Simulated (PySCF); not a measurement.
MoH5, SMILES [MoH5] (connectivity only; charge and spin as stated), neutral, multiplicity 2.

The structure is a stationary point at PBE-D3(BJ)/def2-TZVPD. The spin state was assumed, not searched. The def2 effective core potentials stand for the cores of Mo; spin–orbit coupling is left out.

Method: PBE/def2-TZVPD (PySCF).

Gas-phase values at a fixed geometry.

```
Property                                                                                                        Result
---------------------------------------------------------------------------------------------  -----------------------
total energy                                                                                         -71.10150 hartree
point group                                                                                                         Cs
α spin, highest occupied and lowest empty level                                                     -5.36 and -3.40 eV
β spin, highest occupied and lowest empty level                                                     -6.88 and -3.60 eV
dipole moment                                                                                                   1.23 D
quadrupole, principal values (traceless, Buckingham form, about the centre of nuclear charge)   -1.00, -0.56, 1.56 D·Å
mean static polarisability                                                                        53.1 bohr³ (7.87 Å³)
polarisability, principal values                                                                50.9, 54.2, 54.3 bohr³
⟨S²⟩                                                                                           0.758 (pure state 0.75)
```
